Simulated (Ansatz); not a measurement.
Ga₄N₄Cl₄H₄⁻, that is (ClGaNH)4 cubane with one electron more. Charge -1, multiplicity 2. Geometry PBE-D4/def2-SVP; atoms count from 1.

```
atom    x (Å)    y (Å)    z (Å)
 Ga1  -1.2612  -0.7197  -1.0224
 Cl2  -2.8637  -1.6338  -2.3215
  N3  -0.7793  -1.2538   0.8558
 Ga4  -0.7381   0.6596   1.4745
 Cl5  -1.6758   1.4975   3.3480
  N6  -1.1417   1.1961  -0.4214
 Ga7   0.8111   1.3050  -0.8907
 Cl8   1.8414   2.9628  -2.0225
  N9   0.7092  -0.6337  -1.4167
Ga10   1.1883  -1.2448   0.4387
Cl11   2.6979  -2.8266   0.9956
 N12   1.2118   0.6914   0.9824
 H13  -1.2478  -2.0076   1.3703
 H14  -1.8281   1.9151  -0.6748
 H15   1.1356  -1.0147  -2.2685
 H16   1.9404   1.1072   1.5731
```

Single mean-field runs in def2-TZVP are fitted with def2-universal-jkfit. The highest occupied level of the relaxed charge -1 doublet lies above zero (up to 0.14 eV). By energy differences its removal costs 0.60 eV (each at its own geometry, to the charge 0 singlet, at PBE0-D4/def2-TZVP); self-interaction error and the lack of diffuse functions both raise the level.

Q: Estimate the Mulliken populations from the PBE0/def2-TZVP orbitals of Ansatz.

A: 
```
atom  charge (e)  spin (α − β)
 Ga1        0.49          0.19
 Cl2       -0.44          0.04
  N3       -0.49         -0.01
 Ga4        0.49          0.19
 Cl5       -0.44          0.04
  N6       -0.49         -0.01
 Ga7        0.49          0.19
 Cl8       -0.44          0.04
  N9       -0.49         -0.01
Ga10        0.49          0.19
Cl11       -0.44          0.04
 N12       -0.49         -0.01
 H13        0.19          0.03
 H14        0.19          0.03
 H15        0.19          0.03
 H16        0.19          0.03
```
Mulliken values and Mayer orders depend strongly on the basis.

Q: Where does the spin sit?

A: Summed by element: Ga 0.74, Cl 0.17, N -0.05, H 0.14, of 1 unpaired in all. Largest on single atoms: Ga1 0.19, Ga4 0.19, Ga7 0.19.

Q: And the Mayer bond orders between bonded heavy atoms (over 0.3)?

A: Ga1–Cl2 0.84 (2.26 Å); Ga1–N3 0.72 (2.01 Å); Ga1–N6 0.72 (2.01 Å); Ga1–N9 0.72 (2.01 Å); N3–Ga4 0.72 (2.01 Å); N3–Ga10 0.72 (2.01 Å); Ga4–Cl5 0.84 (2.26 Å); Ga4–N6 0.72 (2.01 Å); Ga4–N12 0.72 (2.01 Å); N6–Ga7 0.72 (2.01 Å); Ga7–Cl8 0.84 (2.26 Å); Ga7–N9 0.72 (2.01 Å); Ga7–N12 0.72 (2.01 Å); N9–Ga10 0.72 (2.01 Å); Ga10–Cl11 0.84 (2.26 Å); Ga10–N12 0.72 (2.01 Å).
